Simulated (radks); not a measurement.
Q: Radial electron density D(r) = 4 pi r^2 rho(r) of an atom or ion with 7 electrons. Method: Dirac Kohn-Sham, PBE, spin-unpolarised, spherical densities, point nucleus; computed with a radial shooting solver on a logarithmic mesh with Libxc functionals.

r (bohr)  D(r) (e/bohr)
0.008505          1.060
0.01031           1.483
0.01259           2.081
0.01537           2.882
0.01878           3.928
0.02275           5.192
0.02779           6.784
0.03394           8.614
0.04113           10.48
0.05023           12.34
0.06135           13.82
0.07434           14.54
0.0908            14.31
0.1109            12.99
0.1355            10.89
0.1641            8.757
0.2005            7.201
0.2448            6.886
0.2967            7.677
0.3624            8.846
0.4426            9.251
0.5363            8.262
0.655             6.000
0.8               3.423
0.9771            1.475
1.184            0.4824
1.446            0.1020
1.766           0.01330

What is the nuclear charge?

A: Z = 13. The innermost maximum, from 1s, lies near gamma/Z bohr with gamma = sqrt(1 - (Z/c)^2) = 0.995, here 0.0766 bohr (found: 0.0786), and its height grows with Z. The density is that of the aluminium ion Al6+ in [He] 2s2 2p3; the configuration itself is not fixed sharply by these data, and Z only to about a unit. D(r) has 2 maxima, at r = 0.0786, 0.425 bohr, and minima at 0.232 bohr, inside which lie 2.22 electrons.
